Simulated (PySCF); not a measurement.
## Computed spin Hamiltonian

C4H8N2PSi (doublet state).
Z-matrix (Å and degrees, GFN2-xTB geometry), rows numbered from 1:
```
C 
N   1  1.2623
C   2  1.3471  1  124.47
C   3  1.3309  2  137.18  1   -33.35
C   4  1.4866  3  111.24  2  -173.02
Si  3  1.9469  2  132.87  1   151.27
N   6  1.7239  3  111.75  2   -70.67
P   6  2.2539  3  126.40  2    63.07
H   1  1.0803  2  118.24  3   178.55
H   1  1.0922  2  123.99  3    -1.41
H   5  1.0881  4  112.87  3   114.36
H   5  1.0882  4  113.08  3  -122.37
H   7  1.0069  6  119.85  3   -37.73
H   7  1.0070  6  119.17  3   179.69
H   8  1.3840  6   93.99  3    30.15
H   8  1.3823  6   93.13  3   -62.63
```

The hyperfine couplings belong to this conformer and change with its torsions.

The species is `C=NC1=[C]C[Si@]1(N)P` [radical].

Method used: PySCF 2.14.0, UKS B3LYP, pcH-1 on C H N P Si, non-relativistic, mean-field spin-orbit, GIAO. Isolated species at its GFN2-xTB geometry (one conformer only). A GFN2-xTB geometry isn't a minimum of the functional, and hyperfine couplings can be far from their values at a DFT geometry. The frame is twisted about the N2–C3 bond at this geometry (dihedral C1–N2–C3–C4 = -33°); couplings at other torsion angles weren't computed. The SCF solution wasn't tested for stability.

| Property | Result |
| --- | --- |
| g1, g2, g3 | 1.99969, 2.00214, 2.00233 |
| g_iso | 2.00139 |
| Form of g | close to axial: the two nearest values differ by 7 % of g3 − g1 |
| ⟨S²⟩ | 0.7590 (exact 0.7500) |
| α and β electrons | 38, 37 |
| HOMO–LUMO gap, α and β orbitals | 4.29, 3.77 eV |
| Total energy | -897.52495 Eh |

Isotropic coupling and dipolar principal values T1 to T3, in MHz:

```tsv
atom	isotope	a_iso	of which spin–orbit	T1	T2	T3	Mulliken spin population
C1	13C	-3.9	0.0	-6.3	2.2	4.1	-0.02
N2	14N	15.2	0.0	-1.4	-0.4	1.8	0.02
C3	13C	-11.3	0.0	-20.0	-5.7	25.7	-0.06
C4	13C	262.6	-0.1	-69.2	-52.3	121.5	0.81
C5	13C	20.5	0.0	-8.7	-7.7	16.4	0.02
Si6	29Si	-269.5	0.1	-15.4	4.0	11.4	0.13
N7	14N	5.6	0.0	-0.8	-0.7	1.6	0.01
P8	31P	12.4	-0.4	-32.6	-29.9	62.5	0.08
H9	1H	1.5	0.0	-1.4	-0.1	1.5	0.00
H10	1H	3.9	0.0	-3.4	-2.6	6.0	0.00
H11	1H	15.1	0.0	-6.7	-4.7	11.5	0.00
H12	1H	3.7	0.0	-6.7	-3.9	10.7	0.00
H13	1H	-0.9	0.0	-2.2	-0.7	2.9	0.00
H14	1H	7.0	0.0	-1.6	-0.7	2.3	0.00
H15	1H	0.7	0.0	-2.5	0.2	2.3	0.00
H16	1H	-2.4	0.0	-2.4	0.2	2.2	0.00
```

The Mulliken spin populations are largest on C4 (+0.81), Si6 (+0.13) and P8 (+0.08). C4 is the only atom above +0.15.

Axes: g2 points within 10° of the C4–C5 bond and g3 points within 7° of the C5–Si6 bond.

Under fast tumbling the dipolar parts average out, and these isotropic splittings remain (the largest six): 1 × 14N (N2, I = 1, 3 lines) with 0.54 mT, 1 × 1H (H11, I = 1/2, 2 lines) with 0.54 mT, 1 × 31P (P8, I = 1/2, 2 lines) with 0.44 mT, 1 × 1H (H14, I = 1/2, 2 lines) with 0.25 mT, 1 × 14N (N7, I = 1, 3 lines) with 0.20 mT and 1 × 1H (H10, I = 1/2, 2 lines) with 0.14 mT.

Nuclei that the bonding pattern makes equivalent are averaged, as if the motion that swaps them (rotation, inversion, ring flip) were fast. H13 and H14 aren't averaged: N7 is flat or nearly so (angle sum 350°), and its turn about the short N7–Si6 bond (1.72 Å) is taken as slow.

The 13C coupling of C4 (262.6 MHz) shows only in satellite lines or after enrichment, since that isotope makes up about 1.07 % of natural carbon.

The 29Si coupling of Si6 (-269.5 MHz) shows only in satellite lines or after enrichment, since that isotope makes up about 4.7 % of natural silicon.

β density exceeds α density at some nuclei, such as C3 (-0.0101) and C1 (-0.0035), spin density in bohr⁻³. In a single determinant that takes different orbitals for the two spins, that is spin polarisation.
